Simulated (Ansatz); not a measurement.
Ansatz (a quantum-chemistry and plane-wave program) input (CCSD(T)/def2-SVPD):

Ansatz 0.2 input:
```yaml
crystal:
  periodic: [false, false, false]
  atoms:
    - {symbol: Hg, position_ang: [-0.00000000, -0.00000000, -1.35891405]}
    - {symbol: Hg, position_ang: [0.00000000, 0.00000000, 1.35891405]}
basis:
  gaussian:
    orbitals: def2-SVPD
total_charge: 2
magnetization: {spin_polarized: false}
correlation: {method: ccsd_t, electrons: outside_noble_gas}
output: {forces: true}
```

End of the output:

```
integrals: 0.04 GiB planned
654 factors; integrals over basis functions are off by at most 4.0e-4 eV
mean field: 0.17 GiB planned
mean field evaluation 1: about -8280.7143 eV, gradient 1.9e1 eV
mean field evaluation 2: about -8280.9362 eV, gradient 1.8e1 eV
mean field evaluation 4: about -8281.4563 eV, gradient 2.0e0 eV
mean field evaluation 8: about -8281.4786 eV, gradient 9.6e-2 eV
mean field evaluation 16: about -8281.0641 eV, gradient 9.7e0 eV
mean field -8281.47869538 eV, -304.3387286674 hartree, gradient 5.3e-6 eV, S^2 0.000000; 0 other end points of the search recorded, 0 dependent functions left out
8 core orbitals not correlated
reference -8281.47869538 eV, -304.3387286674 hartree; 11, 11 occupied and 51, 51 virtual orbitals, 654 factors
densities: 0.19 GiB planned
second order -14.05437989 eV of doubles, -0.00000000 eV of singles
coupled cluster: 0.16 GiB planned
cycle   1  -13.05601042 eV  change     1.0e0 eV  update   8.6e-2
cycle   2  -13.34622786 eV  change   -2.9e-1 eV  update   2.4e-2
cycle   3  -13.37967390 eV  change   -3.3e-2 eV  update   1.3e-2
cycle   4  -13.36418191 eV  change    1.5e-2 eV  update   2.5e-3
cycle   5  -13.36487640 eV  change   -6.9e-4 eV  update   9.0e-4
cycle   6  -13.36547925 eV  change   -6.0e-4 eV  update   1.9e-4
cycle   7  -13.36539752 eV  change    8.2e-5 eV  update   6.3e-5
cycle   8  -13.36535311 eV  change    4.4e-5 eV  update   1.9e-5
cycle   9  -13.36537007 eV  change   -1.7e-5 eV  update   9.3e-6
cycle  10  -13.36536799 eV  change    2.1e-6 eV  update   3.5e-6
perturbative correction -0.25113150 eV, -0.0092289125 hartree
the calculation of the forces begins
Total energy: -8295.09519488 eV, -304.8391257943 hartree
Atom 0 at    -0.000000    -0.000000    -1.358914 Å, force     0.000000     0.000000     0.029727 eV/Å
Atom 1 at     0.000000     0.000000     1.358914 Å, force     0.000000     0.000000    -0.029727 eV/Å
Dipole moment:     0.000000    -0.000000     0.000000 e Å
```
